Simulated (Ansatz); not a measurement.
CH3NO2Si, SMILES `N=C1O[SiH]1O` at its PBE0-D4/def2-TZVP geometry, where that method's forces vanish. The species carries charge 0 and has multiplicity 1.

```xyz
8

N     0.5921   -2.0111    0.5281
C     0.4136   -0.8028    0.2952
O     0.9732    0.0527   -0.6957
Si   -0.1235    0.9005    0.2522
O    -1.5034    1.4424   -0.3972
H     1.2692   -2.4250   -0.1167
H     0.3885    1.9846    1.1007
H    -2.0097    0.8587   -0.9667
```

(1) What forces (eV/Å) does ωB97M-V/def2-TZVPP give on these atoms in Ansatz 0.2.0? (Estimate.)

## Answers

(1) Ansatz gave: 
```
N1   0.066 -0.093 -0.042
C2  -0.129 -0.082  0.177
O3   0.066  0.066 -0.106
Si4  0.186  0.198  0.085
O5  -0.090 -0.021 -0.042
H6  -0.028  0.053  0.014
H7  -0.079 -0.153 -0.101
H8   0.007  0.031  0.016
```
